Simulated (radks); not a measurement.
Polarisability of the gold ion Au2+, [Xe] 4f14 5d9, at imaginary frequency. Calculated with a radial shooting solver on a logarithmic mesh with Libxc functionals: scalar-relativistic Kohn-Sham, LDA (Slater exchange, Perdew-Wang correlation), spin-polarised, spherical densities, finite nucleus; open shells are filled with parallel spins first (spin-orbit coupling, left out, can overturn this in heavy ions); Fermi nuclear charge, rms radius 5.4371 fm. Response by self-consistent Sternheimer equations with the Hartree and adiabatic LDA kernel, the relativistic mass of each level held fixed and spin-orbit coupling left out.

w (hartree),alpha1(iw) (bohr^3)
0.00266,8.904
0.0143,8.901
0.0360,8.883
0.0697,8.824
0.118,8.679
0.186,8.381
0.280,7.848
0.413,7.026
0.605,5.937
0.892,4.666
1.35,3.324
2.12,2.056
3.59,1.040
6.94,0.3998
17.5,0.09909

Static values: alpha1 = 8.904 bohr^3 (1.319 angstrom^3; uncoupled 14.64). C6 = 58.78, triple-dipole C9 = 356.4 atomic units. One-pole (London) frequency 4 C6 / (3 alpha1^2) = 0.988 hartree, against 1.004 for minus the highest occupied eigenvalue.
